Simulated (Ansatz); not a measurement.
Isolated molecules relaxed with PBE0-D4/def2-TZVP in Ansatz; ΔE leaves out vibrations. CBS: MP2 limit from def2 TZ/QZ plus the TZ coupled-cluster correction, frozen cores. Functionals use def2-TZVPP. For Ga outer-core shells are correlated without core-valence functions, which leaves a few kJ/mol of doubt a bond. Scalar relativity is left out up to krypton. Each species was taken in one conformer, which may not be the lowest.

`C[BH][GaH2]` + `[BH2][GaH][CH3]` → `C[BH][GaH][CH3]` + `[BH2][GaH2]`  (redistribution)

Task: Is it downhill or uphill in electronic energy at CCSD(T)/CBS, and by how much? (Best estimate.)

Result: The calculation gave: Nearly level: ΔE = +0.5 kJ/mol.

Task: What do these levels give: PBE, PBE0, HF/def2-TZVPP, SCS-MP2/def2-TZVPP, CCSD/def2-TZVPP, MP2/CBS(def2)? (An estimate is asked.)

Result: The calculation gave: PBE 0.9, PBE0 0.9, HF/def2-TZVPP 0.8, SCS-MP2/def2-TZVPP 0.4, CCSD/def2-TZVPP 0.4, MP2/CBS(def2) 0.5 kJ/mol.

Largest T1 diagnostic among the species: 0.014.
